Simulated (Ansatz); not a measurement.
HCl4Si2 (SMILES Cl[Si](Cl)[SiH](Cl)Cl), doublet, at a GFN2-xTB geometry, with bond 3-2 at 2.4 times its length; SC-NEVPT2/STO-3G, CASSCF(5,6) in Ansatz (a program for electronic structure).

The Ansatz input:
Ansatz 0.2 input:
```yaml
crystal:
  periodic: [false, false, false]
  atoms:
    - {symbol: Cl, position_ang: [1.92897134, -1.70940004, -0.69288943]}
    - {symbol: Si, position_ang: [1.07418498, -0.10307287, 0.22233615]}
    - {symbol: Cl, position_ang: [3.66809512, 3.78493882, -1.20861311]}
    - {symbol: Si, position_ang: [-1.17450492, 0.10073658, -0.28083160]}
    - {symbol: Cl, position_ang: [-2.06965565, -1.54637735, 0.47991162]}
    - {symbol: Cl, position_ang: [-1.82915185, 1.72630355, 0.73064198]}
    - {symbol: H, position_ang: [-1.74298085, 0.24591905, -1.62517878]}
basis:
  gaussian:
    orbitals: STO-3G
correlation: {method: sc_nevpt2, electrons: all, active_space: {window: {electrons: 5, orbitals: 6}}}
magnetization: {spin_polarized: false, initial_magnetization: 1}
```

What the program printed (banner, timings and long lists left out):

```
Functional definition: HF
587 factors; integrals over basis functions are off by at most 2.7e-5 eV
mean field evaluation 1: about -65030.0127 eV, gradient 2.9e1 eV
mean field evaluation 2: about -65030.0541 eV, gradient 2.9e1 eV
mean field evaluation 4: about -65034.0861 eV, gradient 1.3e1 eV
mean field evaluation 8: about -65040.3282 eV, gradient 2.2e0 eV
mean field evaluation 16: about -65040.3604 eV, gradient 3.2e-4 eV
mean field evaluation 32: about -65040.3604 eV, gradient 3.9e-3 eV
mean field evaluation 64: about -65030.0110 eV, gradient 2.9e1 eV
mean field -65040.36036174 eV, -2390.1891573542 hartree, gradient 1.2e-6 eV, S^2 0.750000; 7 other end points of the search recorded, 0 dependent functions left out
reference -65040.36036174 eV, -2390.1891573542 hartree; 49, 48 occupied and 6, 7 virtual orbitals, 587 factors
state -65041.19429431 eV, -2390.2198038109 hartree
state -65041.19429431 eV, -2390.2198038109 hartree; corrected -65042.68629117 eV, -2390.2746336841 hartree
Total energy: -65042.68629117 eV, -2390.2746336841 hartree
```
